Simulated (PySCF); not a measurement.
PySCF input file for Al(H)2(Me) (CH5Al), SMILES [AlH2][CH3], C-PCM-B3LYP/def2-SVP. Coordinates come from a PBE0-D3(BJ)/def2-TZVP optimisation.

```python
import numpy as np
from pyscf import gto, scf, dft
from pyscf.solvent import pcm

mol = gto.M(
    atom='''
    Al    0.00719943   -0.34629183   -0.62439000
    H    -1.33397928   -0.48294504   -1.46824659
    H     1.34824359   -0.96606627   -1.21298914
    C    -0.00724579    0.59099742    1.08580174
    H    -0.07134778    1.67259877    0.91564306
    H     0.88940845    0.40868820    1.68232406
    H    -0.88244273    0.32353356    1.68552806
    ''',
    basis='def2-SVP',
    charge=0,
    spin=0,
    max_memory=1600,
    verbose=3,
)
mf = dft.RKS(mol, xc='b3lyp').density_fit(auxbasis='def2-universal-jkfit')
mf.grids.level = 3
mf.conv_tol = 1e-9
mf.max_cycle = 100
mf.kernel()
res = {}
for name, eps in {'water': 78.355, 'ethanol': 24.852, 'dichloromethane': 8.93}.items():
    s = mf.PCM()
    s.with_solvent.method, s.with_solvent.eps, s.with_solvent.lebedev_order = 'C-PCM', eps, 29
    s.kernel(mf.make_rdm1())
    res[name] = (s.e_tot, eps, s.dip_moment(), s.mo_energy, s.converged)
    print(f'{name}: electrostatic solvation free energy {(s.e_tot - mf.e_tot) * 627.509474:.3f} kcal/mol')
```

It prints:

```
converged SCF energy = -283.443595197865

WARN: PCM is an experimental feature. It is still in testing.
Features and APIs may be changed in the future.

converged SCF energy = -283.450044362884
Dipole moment(X, Y, Z, Debye): -0.01157,  0.47922,  0.86270
water: electrostatic solvation free energy -4.047 kcal/mol

WARN: PCM is an experimental feature. It is still in testing.
Features and APIs may be changed in the future.

converged SCF energy = -283.44984403356
Dipole moment(X, Y, Z, Debye): -0.01141,  0.47517,  0.85603
ethanol: electrostatic solvation free energy -3.921 kcal/mol

WARN: PCM is an experimental feature. It is still in testing.
Features and APIs may be changed in the future.

converged SCF energy = -283.449327346116
Dipole moment(X, Y, Z, Debye): -0.01102,  0.46493,  0.83911
dichloromethane: electrostatic solvation free energy -3.597 kcal/mol
```

The run converged.

Cost: around 10 core-seconds (rough).
